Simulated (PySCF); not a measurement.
C4H5ClNO (doublet state).
Numbering: `[NH:1][C:2](=[O:3])/[CH:4]=[CH:5]\[CH2:6][Cl:7]` (hydrogens: H8 on N1; H9 on C4; H10 on C5; H11, H12 on C6)

Geometry (GFN2-xTB, Å), atoms numbered from 1 in this order:
```xyz
12
C4H5ClNO angstrom
N      2.5737   -0.1924   -0.5037
C      1.3518   -0.2229   -0.0828
O      1.0520   -0.9971    0.8626
C      0.3752    0.6720   -0.7304
C     -0.9092    0.6977   -0.3883
C     -1.4854   -0.1627    0.6769
Cl    -2.7604   -1.2179    0.0271
H      3.2118   -0.8317   -0.0425
H      0.7886    1.3010   -1.5026
H     -1.6024    1.3501   -0.9045
H     -1.9250    0.4149    1.4916
H     -0.6696   -0.8117    1.0705
```

The hyperfine couplings belong to this conformer and change with its torsions.

Method used: UKS B3LYP, pcH-1 on C Cl H N O, non-relativistic, mean-field spin-orbit, GIAO (PySCF 2.14.0). The structure is a single GFN2-xTB conformer in the gas phase; no vibrational or solvent corrections. The geometry wasn't refined by DFT: couplings that depend on bond lengths, twists or pyramidal angles can differ widely from those at the functional's own minimum. Stability of the SCF solution: not tested.

Mulliken spin populations: N1 +0.427, C2 -0.064, O3 +0.547, C4 +0.028, C5 -0.017, C6 +0.062, Cl7 +0.020, H8 -0.004, H9 +0.001, H10 +0.006, H11 +0.002, H12 -0.009. Main spin sites, with 60 % or more of the largest population: N1, O3; positions count bonds from the nearest.

Problem. Give the computed dipolar 1H tensors of H9, H10, H11, H12.

Solution. 
```json
{"atom": "H9", "position": "3 bonds from N1", "distance from O3 (Å)": "3.31", "T1 (MHz)": "-3.96", "T2": "0.52", "T3": "3.43"}
{"atom": "H10", "position": "4 bonds from O3", "distance from O3 (Å)": "3.96", "T1 (MHz)": "-1.49", "T2": "-0.22", "T3": "1.71"}
{"atom": "H11", "position": "5 bonds from O3", "distance from O3 (Å)": "3.35", "T1 (MHz)": "-3.82", "T2": "-1.01", "T3": "4.83"}
{"atom": "H12", "position": "5 bonds from O3", "distance from O3 (Å)": "1.74", "T1 (MHz)": "-17.39", "T2": "-12.38", "T3": "29.78"}
```

Problem. Estimate them with point dipoles: put each population ρk at its nucleus, leave out the nucleus itself and the atom bound to it, and sum T = Σ [ρk/(2S)]·C·(3 n nᵀ − 1)/r³ with C = μ0 gₑ μB g_N μN/(4π h) = 79.06 MHz Å³.

Solution. 
```tsv
atom	T1 (MHz)	T2	T3	T3, computed	difference in T3 (%)
H9	-2.77	-1.80	4.57	3.43	+33
H10	-1.67	-0.58	2.24	1.71	+31
H11	-1.35	-0.96	2.31	4.83	-52
H12	-8.61	-8.46	17.07	29.78	-43
```

In T3 the estimate is closest for H10 (+31 %, 3.96 Å from O3) and worst for H11 (-52 %, 3.35 Å).

The SMILES draws the unpaired electron on N1; the largest computed Mulliken spin population is on O3 (0.55 against 0.43).
